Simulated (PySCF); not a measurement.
C6H11N.
SMILES: `CCCCC1=NC1`

Torsions of this conformer, `[CH3:1][CH2:2][CH2:3][CH2:4][C:5]1=[N:6][CH2:7]1`: C1–C2–C3–C4 179°, C2–C3–C4–C5 -66°, C3–C4–C5–N6 142°.

The closed-shell ground state was solved at several levels (PySCF, density fitting, gas phase, non-relativistic). The structure is a single GFN2-xTB conformer in the gas phase; no vibrational or solvent corrections.

```tsv
level	basis functions	total energy (Eh)	HOMO (eV)	LUMO (eV)	gap (eV)	dipole (D)
PBE0/def2-SVPD	228	-289.4011	-7.45	-0.14	7.31	3.01
PBE0/pcSseg-1	174	-289.5564	-7.39	-0.01	7.38	3.04
```

(1) What might CAM-B3LYP/def2-SVPD (228 basis functions) give for the same quantities?

(2) Over all these levels, which gives the widest orbital gap and which the narrowest?

(3) How far do the dipole and the HOMO energy spread over the levels?

## Answers

(1) Total energy -289.5794 Eh, HOMO -8.87 eV, LUMO 1.02 eV, gap 9.89 eV, dipole 3.05 D.

(2) CAM-B3LYP/def2-SVPD (range-separated hybrid) has the widest, 9.89 eV, and PBE0/def2-SVPD (global hybrid, 25 % exact exchange) the narrowest, 7.31 eV. The two share the basis. From the narrowest to the widest the HOMO moves by -1.42 eV and the LUMO by +1.16 eV.

(3) The dipole runs from 3.01 to 3.05 D (mean 3.03 D) and the HOMO from -8.87 to -7.39 eV.
